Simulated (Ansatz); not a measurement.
Calculated with Ansatz (gas phase, PBE0-D4/def2-TZVP geometries, no zero-point term in ΔE). CCSD(T)/CBS is the MP2 limit (def2-TZVPP, def2-QZVPP) plus CCSD(T) − MP2 in def2-TZVPP, frozen cores. DFT in def2-TZVPP. HSE06 is defined as in plane-wave codes. For Ge outer-core shells are correlated without core-valence functions, which leaves a few kJ/mol of doubt a bond. Scalar relativity is left out up to krypton. Each species was taken in one conformer, which may not be the lowest.

`[SiH3][GeH2][SiH2][SiH2][GeH3]` + `[OH][GeH2][SiH3]` → `[SiH3][GeH2][SiH2][GeH2][SiH3]` + `O[SiH2][GeH3]`  (redistribution)

(1) Is it downhill or uphill in electronic energy at CCSD(T)/CBS, and by how much? (Best estimate.)

(2) What do these levels give: PBE0-D4, r2SCAN0-D4, HSE06-D4, CAM-B3LYP-D4, ωB97M-V, PBE, revPBE, r2SCANh, HSE06, CCSD/def2-SVP, CCSD/def2-TZVPP, HF/CBS(def2)? (Best estimate.)

Largest T1 diagnostic among the species: 0.013.

Answers

(1) The calculation gave: Downhill: ΔE = -19.1 kcal/mol.

(2) Ansatz gave: PBE0-D4 -17.4, r2SCAN0-D4 -18.8, HSE06-D4 -17.3, CAM-B3LYP-D4 -19.0, ωB97M-V -19.1, PBE -16.2, revPBE -15.7, r2SCANh -18.3, HSE06 -17.4, CCSD/def2-SVP -15.6, CCSD/def2-TZVPP -18.6, HF/CBS(def2) -19.5 kcal/mol.

At CCSD(T), def2-SVP lies +3.9 kcal/mol from the extrapolated value and def2-TZVPP +1.0 kcal/mol. Leaving LDA and LC-ωPBE aside and taking each functional with its dispersion term where it has one, the values, not all of them listed here, spread over 3.9 kcal/mol, from BHLYP-D4 to revPBE-D4. LDA lies −1.6 kcal/mol from PBE without D4.
